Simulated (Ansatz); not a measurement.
Consider the ligand exchange at a Ge–C bond: `[CH3][GeH]([Cl])[SeH]` + CH₃OH → `C[O][GeH]([Cl])[SeH]` + CH₄.

Computed with Ansatz on PBE0-D4/def2-TZVP structures; ΔE is electronic, products minus reactants. CCSD(T)/CBS is the MP2 limit (def2-TZVPP, def2-QZVPP) plus CCSD(T) − MP2 in def2-TZVPP, frozen cores. This one scheme is used for every species. DFT in def2-TZVPP. For Ge, Se outer-core shells are correlated without core-valence functions, which leaves a few kJ/mol of doubt a bond. Scalar relativity is left out up to krypton. Each species was taken in one conformer, which may not be the lowest.

Q: Is it downhill or uphill in electronic energy at CCSD(T)/CBS, and by how much? (Estimate.)

A: The calculation gave: Downhill: ΔE = -0.48 eV.

Q: What do these levels give: r2SCAN-D4, ωB97X-V, B2PLYP, r2SCAN, PBE0, MP2/def2-TZVPP, SCS-MP2/def2-TZVPP, CCSD(T)/def2-TZVPP, HF/def2-QZVPP, MP2/def2-QZVPP, SCS-MP2/def2-QZVPP, MP2/CBS(def2)? (Estimate.)

A: The calculation gave: r2SCAN-D4 -0.54, ωB97X-V -0.52, B2PLYP -0.53, r2SCAN -0.53, PBE0 -0.42, MP2/def2-TZVPP -0.51, SCS-MP2/def2-TZVPP -0.53, CCSD(T)/def2-TZVPP -0.50, HF/def2-QZVPP -0.51, MP2/def2-QZVPP -0.50, SCS-MP2/def2-QZVPP -0.51, MP2/CBS(def2) -0.49 eV.

Largest T1 diagnostic among the species: 0.011.

From PBE to PBE0 (25 % exact exchange), in def2-TZVPP and without D4, ΔE moves by +0.03 eV. The D4 term adds −0.05 eV with B3LYP and −0.03 eV with PBE0; it sums over pairs of atoms, weighted by their polarisabilities, and B3LYP, whose exchange is more repulsive, gets the larger term.

B3LYP here is the variant with VWN-RPA as its local correlation; programs differ in this.
